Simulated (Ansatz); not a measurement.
The same path of C$_{2}$H$_{9}$NSiTe (14 atoms, charge 0, multiplicity 1) was run 3 times with different band settings. The coordinate that changes most is the dihedral Te5–C2–N3–H9.

The calculation used Ansatz, RKS BLYP-D4/def2-SVP.

Relaxed end points:

```xyz
14
Properties=species:S:1:pos:R:3
C -0.950 0.833 0.664
C 0.164 0.223 -0.203
N 1.405 0.984 -0.258
Si 0.541 -1.609 0.222
Te -0.504 0.186 -2.394
H -1.184 1.870 0.343
H -0.611 0.873 1.724
H -1.889 0.245 0.629
H 1.221 1.995 -0.334
H 1.975 0.837 0.587
H 1.551 -2.187 -0.716
H -0.728 -2.403 0.199
H 1.107 -1.651 1.623
H -2.110 -0.225 -2.056
```

```xyz
14
Properties=species:S:1:pos:R:3
C -0.859 0.843 0.881
C 0.178 0.259 -0.081
N 1.389 1.003 -0.049
Si 0.509 -1.612 0.162
Te -0.791 0.361 -2.287
H -1.071 1.907 0.646
H -0.467 0.790 1.920
H -1.817 0.292 0.836
H 2.128 0.661 -0.672
H 1.267 2.016 -0.177
H 1.585 -2.039 -0.789
H -0.748 -2.389 -0.069
H 0.985 -1.857 1.570
H -2.302 -0.266 -1.864
```

Common settings: movable images 5; climbing image yes; spring 5.0 eV/Å²; start path IDPP; iteration limit 60; end points relaxed.

| run | optimiser | force threshold | largest step |
| --- | --- | --- | --- |
| 1 | quadratic models (default) | 0.05 eV/Å | default |
| 2 | fire | 0.05 eV/Å | 0.5 Å |
| 3 | quadratic models (default) | 0.5 eV/Å | default |

Task: What does each run give, and how far can it be trusted?

Result: Run 1: converged after 7 iterations, highest image 0.193 eV above the first end. A vibrational analysis at the climbing image gives one clearly imaginary mode, 382i cm⁻¹: a first-order saddle point.
Run 2: converged after 31 iterations, highest image 0.199 eV above the first end. The order of the point at the top wasn't checked.
Run 3: converged after 4 iterations, highest image 0.203 eV above the first end. The threshold of 0.5 eV/Å is loose, so the images may lie well off the minimum-energy path. The order of the point at the top wasn't checked.
